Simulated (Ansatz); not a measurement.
Cartesian coordinates in Å:
```
C -1.0762 0.3026 1.9549
S 0.1185 -0.8640 1.2382
Si 0.1663 -0.2157 -0.7778
N 1.4969 -0.9090 -1.5839
O 0.2327 1.4265 -0.6866
H -2.0703 0.1521 1.5344
H -1.1114 0.0993 3.0247
H -0.7532 1.3282 1.7890
H -1.0311 -0.6329 -1.5544
H 1.3591 -1.6642 -2.2343
H 2.4196 -0.9180 -1.1808
H 0.2490 1.8951 -1.5234
```

Total charge 0; spin multiplicity 1.

(1) List the PBE0/def2-TZVPP orbital energies in eV (Ansatz 0.2.0). (Estimate.)

Answers

(1) The calculation gave: Occupied: -2421.78, -1803.25, -522.58, -390.89, -278.70, -217.13, -160.97, -160.87, -160.78, -145.40, -100.08, -100.07, -100.05, -28.07, -23.87, -21.48, -17.74, -15.34, -14.06, -13.48, -12.11, -11.86, -11.11, -10.67, -10.07, -9.11, -8.40, -7.65, -6.73. Lowest empty: 0.49, 0.85, 1.56, 2.01, 2.43, 2.67, 2.72, 2.95.
